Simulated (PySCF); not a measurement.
C4H10S, triplet, at the geometry of the source list (a higher spin typed on purpose: for a closed-shell molecule this is an excited state). Base run: MP2/6-31G* (PySCF).

PySCF was given this input:
```python
from pyscf import gto, scf, mp

mol = gto.M(
    atom='''
C     2.564400   -0.115400    0.114200
C     1.111700    0.178400   -0.205300
S     0.050900   -0.281000    1.213400
C    -1.548000    0.389800    0.648000
C    -2.162300   -0.410700   -0.485000
H     2.881500    0.448900    0.987600
H     3.192800    0.158000   -0.730700
H     2.696800   -1.173800    0.323600
H     0.957400    1.242400   -0.393600
H     0.783400   -0.397600   -1.071000
H    -1.387600    1.431100    0.364500
H    -2.183000    0.356600    1.532800
H    -2.263900   -1.453500   -0.194800
H    -1.546500   -0.357100   -1.379800
H    -3.147600   -0.015900   -0.724100
''',
    basis='6-31g*',
    charge=0,
    spin=2,
    verbose=4,
)

mf = scf.UHF(mol)
mf.kernel()

pt = mp.MP2(mf)
pt.kernel()
print('E(MP2) = %.10f' % pt.e_tot)
```

Each row names what was changed in the base input (with any setting that the change needs).

```tsv
change	ΔE vs base (mEh)	MP2 correlation (Eh)	basis functions	core-seconds (rough)
base	0.000	-0.65025	94	6
frozen = 8	14.970	-0.63528	94	8
frozen = 10	?	?	94	7
cart = on	-21.745	-0.66962	99	7
method = cisd	56.170	-	94	50
frozen = 9	?	?	94	7
density fitting = JK and correlation	0.264	-0.65006	94	3
```

**Question.** Fill in the missing entries.

**Answer.** 
- frozen = 10, ΔE vs base (mEh): 62.185
- frozen = 10, MP2 correlation (Eh): -0.58807
- frozen = 9, ΔE vs base (mEh): 16.564
- frozen = 9, MP2 correlation (Eh): -0.63369

Open shells are given as the SCF converged; they aren't shown to be the lowest states, and a large step between rows can be another state.
